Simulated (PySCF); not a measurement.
## Assignment exercise: C5H4F2O

Geometry:
```tsv
atom	x (Å)	y (Å)	z (Å)
C1	-1.723	-1.405	-0.843
C2	-1.388	-0.371	-0.333
C3	-1.084	0.866	0.266
C4	0.121	1.317	0.610
F5	0.227	2.530	1.170
O6	1.369	0.787	0.541
C7	1.553	-0.479	0.038
F8	1.392	-0.496	-1.319
H9	-1.986	-2.312	-1.299
H10	-1.921	1.524	0.451
H11	2.595	-0.749	0.244
H12	0.846	-1.213	0.449
```

PySCF 2.14.0 with density-fitted response routines calculation with NMR shieldings at PBE0/pcSseg-1/GIAO and GFN2-xTB geometry; non-relativistic Hamiltonian, gas phase, equivalent nuclei averaged, one conformer.

Chemical shifts δ = σref − σ; $^{13}$C (σ = 186.93 ppm), $^{1}$H (σ = 31.72 ppm) vs TMS, all at this level.

Question: Assign these signals to the numbered atoms. $^{13}$C{$^{1}$H} NMR (computed): δ 177.3 (C), 100.7 (CH2), 90.3 (CH), 79.0 (C), 68.5 (CH).

Answer: 
| δ (ppm) | atoms | environment | reason |
| --- | --- | --- | --- |
| 177.3 | C4 | alkene carbon bearing oxygen | an sp2 carbon further deshielded by the attached heteroatom |
| 100.7 | C7 | sp3 CH2 bonded to F and O | 2 electronegative neighbours deshield it |
| 90.3 | C1 | terminal alkyne carbon | sp carbons lie upfield of alkene carbons because the cylindrical π system leaves one tensor component strongly shielded |
| 79.0 | C2 | alkyne carbon | sp carbons lie upfield of alkene carbons because the cylindrical π system leaves one tensor component strongly shielded |
| 68.5 | C3 | β carbon of an enol-ether or enamine type C=C | the O or N lone pair pushes π density onto this β carbon and shields it |

Question: Assign these signals to the numbered atoms. $^{1}$H NMR (400 MHz, computed): δ 6.37 (m, 2H), 4.96 (m, 1H), 2.57 (d, 1H).

Answer: 
6.37 → H11/H12, hydrogen on an sp3 CH2 bonded to F and O: its carbon carries F and O, an electronegative neighbour
4.96 → H10, hydrogen on a β carbon of an enol-ether or enamine type C=C: lone-pair donation from O or N shields it, upfield of ordinary alkene protons
2.57 → H9, hydrogen on a terminal alkyne carbon: it lies on the axis of the triple bond, in its shielding cone

Splittings by $^{19}$F in the carbon and heteronuclear signals aren't shown, as no couplings were computed. Shifts are as computed. Against solution values, carbons near 30 ppm lie about +3 ppm off and those near 130 ppm about +5 ppm. Of 1313 compounds with measured shifts, 239 miss one by over three times the rms of a fit or turn the order of signals round; such compounds aren't used in these exercises. Multiplicities follow the n + 1 count of equivalent neighbours, as no J values were calculated; m marks all less simple cases, F and P coupling included.
